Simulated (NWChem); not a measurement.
System meant: C₄H₄O₂; SMILES O1C=COC=C1

Input file for NWChem:

```
start job
memory heap 200 mb stack 900 mb global 1100 mb
geometry units angstroms noautoz
  C      1.150659     0.672209     0.000000
  C      1.150659    -0.672209     0.000000
  O      0.000000    -1.449319     0.000000
  C     -1.150659    -0.672209     0.000000
  C     -1.150659     0.672209     0.000000
  O      0.000000     1.449319     0.000000
  H      2.071179     1.269036     0.000000
  H      2.071179    -1.269036     0.000000
  H     -2.071179    -1.269036     0.000000
  H     -2.071179     1.269036     0.000000
end
basis spherical
  * library def2-svp
end
dft
  xc pbe0
  iterations 4
  mulliken
end
task dft energy
```

End of the output:

```
    Atom       Charge   Shell Charges
 -----------   ------   -------------------------------------------------------
    1 C    6     5.99   1.96  0.61  0.30  1.86  1.12  0.14
    2 C    6     5.99   1.96  0.61  0.30  1.86  1.12  0.14
    3 O    8     8.11   1.97  0.91  0.57  2.73  1.90  0.03
    4 C    6     5.99   1.96  0.61  0.30  1.86  1.12  0.14
    5 C    6     5.99   1.96  0.61  0.30  1.86  1.12  0.14
    6 O    8     8.11   1.97  0.91  0.57  2.73  1.90  0.03
    7 H    1     0.96   0.63  0.26  0.07
    8 H    1     0.96   0.63  0.26  0.07
    9 H    1     0.96   0.63  0.26  0.07
   10 H    1     0.96   0.63  0.26  0.07

 center of mass
 --------------
 x =   0.00000000 y =   0.00000000 z =   0.00000000

 moments of inertia (a.u.)
 ------------------
         340.598002355932           0.000000000000           0.000000000000
           0.000000000000         288.706888284435           0.000000000000
           0.000000000000           0.000000000000         629.304890640367

     Multipole analysis of the density
     ---------------------------------

     L   x y z        total         alpha         beta         nuclear
     -   - - -        -----         -----         ----         -------
     0   0 0 0     -0.000000    -22.000000    -22.000000     44.000000

     1   1 0 0      0.000000      0.000000      0.000000      0.000000
     1   0 1 0      0.000000      0.000000      0.000000      0.000000
     1   0 0 1     -0.000000     -0.000000     -0.000000      0.000000

     2   2 0 0    -19.494996    -97.123437    -97.123437    174.751878
     2   1 1 0      0.000000      0.000000      0.000000      0.000000
     2   1 0 1      0.000000      0.000000      0.000000      0.000000
     2   0 2 0    -27.032328   -104.390782   -104.390782    181.749236
     2   0 1 1     -0.000000     -0.000000     -0.000000      0.000000
     2   0 0 2    -27.325803    -13.662901    -13.662901      0.000000

 ------------------------------------------------------------------------
 dft energy failed                                                                                  0
 ------------------------------------------------------------------------
 ------------------------------------------------------------------------
  current input line :
    23: task dft energy
 ------------------------------------------------------------------------
 ------------------------------------------------------------------------
 This type of error is most commonly associated with calculations not reaching convergence criteria
 ------------------------------------------------------------------------
 For more information see the NWChem manual at https://nwchemgit.github.io

0:dft energy failed:Received an Error in Communication
```

Q: Find the fault in this run and fix the input.

A: Convergence was not reached. Cause: the SCF was allowed too few iterations. This input runs:
```
start job
memory heap 200 mb stack 900 mb global 1100 mb
geometry units angstroms noautoz
  C      1.150659     0.672209     0.000000
  C      1.150659    -0.672209     0.000000
  O      0.000000    -1.449319     0.000000
  C     -1.150659    -0.672209     0.000000
  C     -1.150659     0.672209     0.000000
  O      0.000000     1.449319     0.000000
  H      2.071179     1.269036     0.000000
  H      2.071179    -1.269036     0.000000
  H     -2.071179    -1.269036     0.000000
  H     -2.071179     1.269036     0.000000
end
basis spherical
  C library def2-svp
  O library def2-svp
  H library def2-svp
end
dft
  xc pbe0
  iterations 150
  mulliken
end
task dft energy
```
It converges to -304.63104 Ha (PBE0/def2-SVP).
